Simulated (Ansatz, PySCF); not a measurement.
Isomers of C2H3N: 1 is CC#N, 2 is [C-]#[N+]C; one conformer of each (the lowest of an xTB search), B3LYP-D3(BJ)/def2-TZVP minima.
Isomer 1 (charge 0, multiplicity 1):
```xyz
6

C     -0.48847     0.00868     0.00601
C      0.96559    -0.01716    -0.01190
N      2.11467    -0.03757    -0.02603
H     -0.88491    -0.59502    -0.81067
H     -0.85956    -0.39080     0.95009
H     -0.84732     1.03187    -0.10750
```
Isomer 2 (charge 0, multiplicity 1, Z-matrix in Å and degrees):
```
C
H 1 1.0897
H 1 1.0897 2 109.15
H 1 1.0897 2 109.15 3 -119.22
N 1 1.4180 2 109.79 4 -120.39
C 5 1.1645 4 150.15 1 -180.00
```

No zero-point or thermal terms.

Cores are frozen in the correlated methods. CBS(a, b) extrapolates the correlation energy as X⁻³ and adds the Hartree–Fock energy of set b.

The values were computed with Ansatz (Gaussian orbitals); PySCF for the dispersion terms. Each number belongs to the level named beside it.

PBE/def2-TZVPP gives 24.97 kcal/mol for the electronic energy of isomer 2 less that of isomer 1.

Where do these levels fall relative to PBE: PBE-D3(BJ)/def2-TZVPP, r2SCAN/def2-TZVPP, B3LYP/def2-TZVPP, wB97M-V/def2-TZVPP, B2PLYP/def2-TZVPP, MP2/CBS(cc-pVTZ, cc-pVQZ), CCSD(T)/CBS(cc-pVTZ, cc-pVQZ).

PBE-D3(BJ)/def2-TZVPP -0.10; r2SCAN/def2-TZVPP -0.16; B3LYP/def2-TZVPP -1.44; wB97M-V/def2-TZVPP -2.45; B2PLYP/def2-TZVPP -0.25; MP2/CBS(cc-pVTZ, cc-pVQZ) 1.91; CCSD(T)/CBS(cc-pVTZ, cc-pVQZ) -0.72 kcal/mol. 1 of 7 lie above PBE; the widest gap is to wB97M-V/def2-TZVPP.

Ansatz is an electronic-structure program.
